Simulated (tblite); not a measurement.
Compound: C6H9FO2.
Numbering: `[CH3:1][O:2][C@H:3]1[CH2:4][C@H:5]([C:6](=[O:7])[F:8])[CH2:9]1` (hydrogens: H10, H11, H12 on C1; H13 on C3; H14, H15 on C4; H16 on C5; H17, H18 on C9)

Computed with GFN2-xTB (tblite), gas phase: L-BFGS steps from a force-field or distance-geometry start until the largest atomic force falls under 0.01 eV/Å.

At the end of the run (lengths in Å): C6=O7 1.179, C4–H14 1.087, C6–F8 1.369, C3–C9 1.548, C4–C5 1.551, O2–C3 1.399, C3–C4 1.536, C5–C6–O7 130.6°, C5–C6–F8 110.4°, C4–C5–C6 111.5°, C1–O2–C3 113.6°, C1–O2–C3–C4 180°, O2–C3–C4–C5 128°, C3–C4–C5–C6 107°, H13–C3–O2–C1 52°, H14–C4–C3–O2 -113°.

Task: These geometries were met on the way; a selection of coordinates is given. Order them by energy above the end point, lowest first.
A. C6=O7 1.179, C4–H14 1.086, C6–F8 1.371, C3–C9 1.551, C4–C5 1.545, O2–C3 1.408, C3–C4 1.541, C5–C6–O7 131.1°, C5–C6–F8 110.0°, C4–C5–C6 113.2°, C1–O2–C3 115.8°, C1–O2–C3–C4 142°, O2–C3–C4–C5 102°, C3–C4–C5–C6 132°, H13–C3–O2–C1 12°, H14–C4–C3–O2 -144°
B. C6=O7 1.225, C4–H14 1.125, C6–F8 1.333, C3–C9 1.516, C4–C5 1.520, O2–C3 1.370, C3–C4 1.512, C5–C6–O7 116.5°, C5–C6–F8 123.4°, C4–C5–C6 115.4°, C1–O2–C3 106.8°, C1–O2–C3–C4 129°, O2–C3–C4–C5 89°, C3–C4–C5–C6 135°, H13–C3–O2–C1 -1°, H14–C4–C3–O2 -156°
C. C6=O7 1.180, C4–H14 1.087, C6–F8 1.365, C3–C9 1.535, C4–C5 1.562, O2–C3 1.408, C3–C4 1.545, C5–C6–O7 128.5°, C5–C6–F8 112.3°, C4–C5–C6 120.5°, C1–O2–C3 111.4°, C1–O2–C3–C4 132°, O2–C3–C4–C5 94°, C3–C4–C5–C6 133°, H13–C3–O2–C1 0°, H14–C4–C3–O2 -154°
D. C6=O7 1.191, C4–H14 1.086, C6–F8 1.363, C3–C9 1.522, C4–C5 1.536, O2–C3 1.412, C3–C4 1.533, C5–C6–O7 122.3°, C5–C6–F8 118.8°, C4–C5–C6 118.6°, C1–O2–C3 108.8°, C1–O2–C3–C4 130°, O2–C3–C4–C5 91°, C3–C4–C5–C6 133°, H13–C3–O2–C1 -1°, H14–C4–C3–O2 -156°
E. C6=O7 1.180, C4–H14 1.089, C6–F8 1.365, C3–C9 1.546, C4–C5 1.540, O2–C3 1.413, C3–C4 1.548, C5–C6–O7 129.8°, C5–C6–F8 111.3°, C4–C5–C6 120.5°, C1–O2–C3 115.6°, C1–O2–C3–C4 132°, O2–C3–C4–C5 96°, C3–C4–C5–C6 137°, H13–C3–O2–C1 2°, H14–C4–C3–O2 -149°

Result: A (0.107 eV), E (0.177 eV), C (0.299 eV), D (0.498 eV), B (0.910 eV).

```csv
step,E above end (eV),"rms distance from the end, all atoms (Å)",largest force (eV/Å),rms shift of all bonds from the end (Å)
47,0.107,0.614,0.115,0.003
12,0.177,0.757,0.231,0.006
7,0.299,0.767,0.418,0.006
3,0.498,0.770,1.215,0.011
0,0.910,0.773,3.744,0.025
```

Rows stand in the order of the answer.
